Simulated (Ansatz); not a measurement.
The cluster GeCl2. The state is a triplet with charge 0. Geometry B3LYP-D4/def2-TZVP.

```tsv
atom	x (Å)	y (Å)	z (Å)
Ge1	-0.3581	-0.4647	0.4532
Cl2	0.8109	1.1942	1.2589
Cl3	-0.4529	-0.7295	-1.7121
```

At PBE0-D4/def2-TZVP a singlet of charge 0 lies 2.55 eV below the triplet, each at its own geometry. The structure comes from a short search, and lower isomers may exist.

Problem. Estimate the α-spin orbital energies around the gap (eV) in Ansatz with PBE-D4/def2-TZVP, BLYP-D4/def2-TZVP, PBE0-D4/def2-TZVP, r2SCAN0-D4/def2-TZVP, CAM-B3LYP-D4/def2-TZVP.

Solution. 
| orbital | PBE-D4/def2-TZVP | BLYP-D4/def2-TZVP | PBE0-D4/def2-TZVP | r2SCAN0-D4/def2-TZVP | CAM-B3LYP-D4/def2-TZVP |
| --- | --- | --- | --- | --- | --- |
| HOMO−13 | -31.27 | -31.13 | -35.37 | -36.05 | -36.74 |
| HOMO−12 | -31.18 | -31.02 | -35.29 | -35.98 | -36.66 |
| HOMO−11 | -31.14 | -30.99 | -35.25 | -35.94 | -36.61 |
| HOMO−10 | -31.12 | -30.97 | -35.22 | -35.90 | -36.58 |
| HOMO−9 | -21.15 | -20.96 | -23.76 | -24.38 | -25.40 |
| HOMO−8 | -20.78 | -20.59 | -23.36 | -23.97 | -24.96 |
| HOMO−7 | -13.45 | -13.21 | -15.26 | -15.67 | -16.83 |
| HOMO−6 | -10.50 | -10.27 | -11.95 | -12.21 | -13.27 |
| HOMO−5 | -9.05 | -8.84 | -10.51 | -10.78 | -11.90 |
| HOMO−4 | -8.93 | -8.71 | -10.46 | -10.75 | -11.89 |
| HOMO−3 | -8.42 | -8.24 | -9.91 | -10.16 | -11.31 |
| HOMO−2 | -8.35 | -8.18 | -9.74 | -9.98 | -11.09 |
| HOMO−1 | -7.54 | -7.32 | -8.81 | -9.14 | -10.03 |
| HOMO | -4.26 | -3.97 | -5.44 | -5.72 | -6.58 |
| LUMO | -2.16 | -1.95 | -1.35 | -1.31 | -0.19 |
| LUMO+1 | -0.87 | -0.64 | -0.08 | 0.01 | 1.08 |
| LUMO+2 | 3.44 | 3.65 | 4.28 | 4.49 | 5.48 |
| LUMO+3 | 3.61 | 3.88 | 4.39 | 4.59 | 5.63 |
| LUMO+4 | 3.90 | 4.14 | 4.83 | 5.14 | 6.07 |
| LUMO+5 | 4.03 | 4.33 | 4.91 | 5.15 | 6.21 |
| β HOMO | -8.20 | -8.02 | -9.60 | -9.82 | -10.95 |
| β LUMO | -6.31 | -6.31 | -5.44 | -5.20 | -4.58 |
